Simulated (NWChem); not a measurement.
# PbSiH₃I, singlet; SMILES [SiH3][Pb][I]

```xyz
6

Pb    -0.5513     0.8131    -0.4965
I      0.2294    -1.6927     0.6303
Si     2.0157     1.7867    -0.0950
H      2.2145     3.2157    -0.5494
H      3.0150     0.9341    -0.8392
H      2.3674     1.7277     1.3723
```
Atoms are numbered in this order, from 1.

Level: PBE-D3(BJ)/def2-SVP with def2 effective core potentials on I, Pb (NWChem), optimised geometry, unscaled harmonic frequencies. Low-valent species are run as closed-shell singlets; no triplet was tried in these runs. def2 effective core potentials on I, Pb; no spin-orbit coupling.

Question: List the harmonic frequencies with IR intensities, and the thermochemistry.

Answer: 
```tsv
frequency (cm⁻¹)	IR intensity (km/mol)
62	0.5
65	0.1
159	13.1
238	11.6
324	6.7
393	3.7
791	317.2
891	39.9
901	27.7
2112	110.4
2134	76.4
2142	80.3
```

```yaml
zero_point_energy: 14.6 kcal/mol
thermal correction to the enthalpy at 298.15 K (with zero-point energy): 19.2 kcal/mol
heat capacity Cv: 18.4 cal/(mol K)
entropy at 298.15 K and 1 atm (symmetry number 1): 89.6 cal/(mol K)
```

Rigid rotor and harmonic oscillator; modes under 100 cm⁻¹ make the entropy uncertain.
